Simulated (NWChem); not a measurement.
# SeCl$_{4}$; SMILES Cl[Se](Cl)(Cl)Cl

```xyz
5

Se     0.0000     0.0000     0.3738
Cl     1.7210     0.0000    -1.0241
Cl     0.0000     2.3433     0.6159
Cl    -1.7210     0.0000    -1.0241
Cl     0.0000    -2.3433     0.6159
```
Atoms are numbered in this order, from 1.

Level: PBE-D3(BJ)/def2-SVP (NWChem), optimised geometry, unscaled harmonic frequencies. This build's default masses of Se (78.918 u) and Br (79.917 u) are each other's, which moves their modes by up to 0.6 %.

Task: List the harmonic frequencies with IR intensities, and the thermochemistry.

Result: 
```tsv
frequency (cm⁻¹)	IR intensity (km/mol)
66	0.9
92	1.4
137	0.0
141	1.1
165	0.2
271	8.9
335	215.0
349	69.8
360	23.7
```

```yaml
zero_point_energy: 2.7 kcal/mol
thermal correction to the enthalpy at 298.15 K (with zero-point energy): 8.3 kcal/mol
heat capacity Cv: 22.1 cal/(mol K)
entropy at 298.15 K and 1 atm (symmetry number 2): 91.6 cal/(mol K)
dipole_moment: 0.05 D
```

Rigid rotor and harmonic oscillator; modes under 100 cm⁻¹ make the entropy uncertain.
